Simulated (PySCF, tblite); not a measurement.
Isomers of C4H10Cl2Si, one GFN2-xTB conformer each. Single-point energies are computed at PBE0/pcSseg-1 (PySCF, gas phase, no added dispersion term), electronic only.

```csv
SMILES,GFN2-xTB relative energy (kJ/mol)
CCC[SiH2]C(Cl)Cl,42.8
C[C@]([SiH3])(Cl)CCCl,0.0
```

Conformers: `[CH3:1][CH2:2][CH2:3][SiH2:4][CH:5]([Cl:6])[Cl:7]` with C1–C2–C3–Si4 180°, C2–C3–Si4–C5 180°, C3–Si4–C5–Cl6 60°; `[CH3:1][C@:2]([SiH3:3])([Cl:4])[CH2:5][CH2:6][Cl:7]` with C1–C2–C5–C6 176°, C2–C5–C6–Cl7 179°.

Problem. What does PBE0/pcSseg-1 give for the same structures?

Solution. 
```tsv
SMILES	PBE0/pcSseg-1 E (Eh)	PBE0/pcSseg-1 (kJ/mol)	GFN2-xTB (kJ/mol)	point group
CCC[SiH2]C(Cl)Cl	-1367.64916	0.0	42.8	Cs
C[C@]([SiH3])(Cl)CCCl	-1367.64582	8.8	0.0	C1
```

GFN2-xTB puts C[C@]([SiH3])(Cl)CCCl lowest instead. Neighbours under 10 kJ/mol apart (CCC[SiH2]C(Cl)Cl and C[C@]([SiH3])(Cl)CCCl) can change places with a better method, another conformer or zero-point energy.

Problem. Which frontier levels, dipoles and rotational constants go with these structures?

Solution. 
```json
{"SMILES": "CCC[SiH2]C(Cl)Cl", "HOMO (eV, PBE0/pcSseg-1)": "-8.04", "LUMO (eV)": "-0.20", "dipole (D)": "2.00", "A, B, C (MHz)": "2039, 690.5, 636.6"}
{"SMILES": "C[C@]([SiH3])(Cl)CCCl", "HOMO (eV, PBE0/pcSseg-1)": "-8.21", "LUMO (eV)": "0.09", "dipole (D)": "2.34", "A, B, C (MHz)": "2054, 752.7, 691.1"}
```

Problem. What happens when harmonic zero-point energies from GFN2-xTB frequencies are added?

Solution. 
| SMILES | ZPE (kJ/mol) | electronic (kJ/mol) | with ZPE (kJ/mol) |
| --- | --- | --- | --- |
| CCC[SiH2]C(Cl)Cl | 335.1 | 0.0 | 0.0 |
| C[C@]([SiH3])(Cl)CCCl | 329.7 | 8.8 | 3.4 |

The zero-point energies span 5.4 kJ/mol. The order is unchanged.
